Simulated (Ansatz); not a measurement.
Relaxation of CH$_{8}$AlFN$_{2}$ (13 atoms, charge 0, multiplicity 1), to a largest force component of 0.03 eV/Å in at most 50 steps.

Level of theory: Ansatz 0.2.0, RKS B3LYP-D4/def2-SVP.

```xyz
13
Properties=species:S:1:pos:R:3
Al 0.331 -0.754 -0.352
N -0.271 2.379 -0.061
C 0.442 -1.230 1.526
N -0.797 -1.455 -1.519
H 0.615 2.178 -0.529
F 1.547 0.276 -1.052
H -0.836 2.936 -0.702
H -0.065 2.965 0.749
H 0.667 -0.345 2.143
H 1.242 -1.969 1.703
H -0.502 -1.665 1.893
H -1.567 -2.074 -1.287
H -0.806 -1.242 -2.512
```

Task: Where does it end, and by what steps?

Result: The forces met the threshold. After 14 steps the energy has fallen by 0.876 eV; H7 moved furthest, 1.12 Å. Joined: Al1–N2 (3.20 → 2.07 Å).

```tsv
step	energy less start (eV)	largest force component (eV/Å)	accepted
0	0.0000	1.201	yes
1	-0.2009	0.755	yes
2	-0.3930	0.982	yes
3	-0.6161	0.965	yes
4	-0.7555	0.961	yes
5	-0.8297	0.406	yes
6	-0.8547	0.230	yes
7	-0.8674	0.195	yes
8	-0.8625	0.406	no
9	-0.8724	0.107	yes
10	-0.8740	0.051	yes
11	-0.8749	0.033	yes
12	-0.8745	0.168	no
13	-0.8750	0.106	yes
14	-0.8760	0.026	yes
```

```xyz
13
Properties=species:S:1:pos:R:3
Al 0.390 -0.282 -0.338
N -0.171 1.702 -0.157
C 0.450 -0.935 1.512
N -0.888 -0.891 -1.466
H 0.586 2.284 -0.520
F 1.862 0.108 -1.094
H -0.994 1.828 -0.751
H -0.401 2.021 0.786
H 1.047 -0.277 2.170
H 0.914 -1.936 1.569
H -0.553 -1.028 1.968
H -1.511 -1.653 -1.209
H -0.731 -0.941 -2.470
```

Whether the end is a true minimum wasn't checked by a vibrational analysis.

The run took 40 s on 2 threads of Intel(R) Xeon(R) Platinum 8375C CPU @ 2.90GHz (Ice Lake), with other jobs on the host, peak memory 0.27 GiB.
